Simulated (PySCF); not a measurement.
CH5ClO2Sn, SMILES [CH3][Sn]([OH])([OH])[Cl]. Atoms are numbered in the order given.

```xyz
10

C      2.1778    -0.1650    -0.4803
Sn     0.0909     0.0737    -0.2202
O     -0.9964    -0.9810    -1.4888
O     -0.3518     1.9817    -0.4290
Cl    -0.6713    -0.6329     1.8964
H      2.3511    -0.7690    -1.3806
H      2.6304     0.8286    -0.5935
H      2.5893    -0.6728     0.4012
H     -1.6849    -1.4765    -1.0283
H     -1.3013     2.1494    -0.4038
```
Charge 0, spin multiplicity 1.

The structure is a stationary point at PBE0-D3(BJ)/def2-SVP. The structure was generated by enumeration; whether it is a known compound was not checked. The def2 effective core potentials stand for the cores of Sn; spin–orbit coupling is left out. Other conformers were not sampled.

Computed with TDA-B3LYP/def2-SVPD (PySCF).

Vertical excitations. Isolated molecule, no solvent.

**Question.** Give excitation energies, oscillator strengths and character. (An estimate is asked for; the answer gives what the named calculation found.)

**Answer.** 
```json
[
 {"state": "S1", "energy (eV)": "5.68", "λ (nm)": "218", "f": "0.021", "main pairs": "HOMO→LUMO 75 %, HOMO−1→LUMO 20 %"},
 {"state": "S2", "energy (eV)": "5.97", "λ (nm)": "208", "f": "0.084", "main pairs": "HOMO−1→LUMO 50 %, HOMO−3→LUMO 19 %, HOMO−2→LUMO 15 %, HOMO→LUMO 10 %"},
 {"state": "S3", "energy (eV)": "5.99", "λ (nm)": "207", "f": "0.045", "main pairs": "HOMO−2→LUMO 36 %, HOMO−3→LUMO 26 %, HOMO−1→LUMO 25 %, HOMO→LUMO 9 %"},
 {"state": "S4", "energy (eV)": "6.09", "λ (nm)": "204", "f": "0.065", "main pairs": "HOMO−3→LUMO 50 %, HOMO−2→LUMO 42 %"},
 {"state": "S5", "energy (eV)": "7.04", "λ (nm)": "176", "f": "0.056", "main pairs": "HOMO−5→LUMO 55 %, HOMO−4→LUMO 24 %"},
 {"state": "S6", "energy (eV)": "7.17", "λ (nm)": "173", "f": "0.166", "main pairs": "HOMO−4→LUMO 41 %, HOMO−5→LUMO 26 %, HOMO−6→LUMO 11 %"},
 {"state": "S7", "energy (eV)": "7.43", "λ (nm)": "167", "f": "0.088", "main pairs": "HOMO−6→LUMO 45 %, HOMO−1→LUMO+1 23 %, HOMO−4→LUMO 14 %"},
 {"state": "S8", "energy (eV)": "7.48", "λ (nm)": "166", "f": "0.037", "main pairs": "HOMO→LUMO+1 71 %"},
 {"state": "S9", "energy (eV)": "7.67", "λ (nm)": "162", "f": "0.024", "main pairs": "HOMO−1→LUMO+1 34 %, HOMO→LUMO+2 22 %, HOMO−1→LUMO+2 14 %, HOMO−2→LUMO+1 6 %"},
 {"state": "S10", "energy (eV)": "7.71", "λ (nm)": "161", "f": "0.021", "main pairs": "HOMO−2→LUMO+1 75 %, HOMO→LUMO+2 11 %"},
 {"state": "T1", "energy (eV)": "5.18", "λ (nm)": "239", "f": "0", "main pairs": "HOMO→LUMO 91 %"},
 {"state": "T2", "energy (eV)": "5.35", "λ (nm)": "232", "f": "0", "main pairs": "HOMO−1→LUMO 88 %"},
 {"state": "T3", "energy (eV)": "5.46", "λ (nm)": "227", "f": "0", "main pairs": "HOMO−2→LUMO 89 %"},
 {"state": "T4", "energy (eV)": "5.62", "λ (nm)": "220", "f": "0", "main pairs": "HOMO−3→LUMO 88 %"}
]
```
Triplets are in the Tamm–Dancoff approximation.
